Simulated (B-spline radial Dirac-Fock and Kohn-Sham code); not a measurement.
## How the binding energies of Cd⁴⁺ add up

System: the Cd⁴⁺ ion, configuration [Kr] 4d8; nuclear rms radius 4.6087 fm (A = 114).

Level of theory: multi-electron Dirac-Fock with separately optimised hole states, Breit and Lamb-shift corrections added in first order; a radial atomic solver. No correlation. Energies are counted from the vacuum level. Subshells whose hole state is unreliable or did not converge are left out.

All terms are in eV, carry their sign (relaxation lowers the binding energy) and add up to the binding energy; ⟨r⟩ is the mean radius of the orbital in the initial state.

```csv
subshell,−ε (Koopmans),relaxation,Breit,QED,binding energy,⟨r⟩ (bohr)
1s,26922.8,-61.36,-55.81,-28.20,26777.5,0.030
2s,4132.0,-31.58,-5.05,-3.44,4091.9,0.131
2p1/2,3838.6,-34.86,-8.57,0.28,3795.5,0.111
2p3/2,3645.2,-33.81,-5.65,-0.09,3605.7,0.116
3s,853.1,-11.98,-0.69,-0.68,839.8,0.356
3p1/2,734.3,-12.38,-1.25,0.05,720.8,0.348
3p3/2,698.7,-11.96,-0.72,-0.02,686.0,0.359
4s,182.2,-2.68,-0.11,-0.13,179.3,0.876
4p1/2,141.4,-2.40,-0.19,0.01,138.8,0.930
4p3/2,135.1,-2.24,-0.09,0.00,132.7,0.955
4d,71.29,-1.53,0.00,0.01,69.77,1.153
```

For the deepest level, K (1s), the Breit terms make up -0.208 % of the binding energy, QED -0.105 % and orbital relaxation -0.229 %.

Spin-orbit splittings: 2p 189.8 eV, 3p 34.75 eV, 4p 6.03 eV.

Going to the tabulated ground configuration of the next ion removes an electron from N4,5 (4d), computed at 69.77 eV. NIST lists 67.9 ± 1.9 eV as the ionisation energy of this species (theoretical), -1.87 eV from the computed value, within the stated uncertainty.
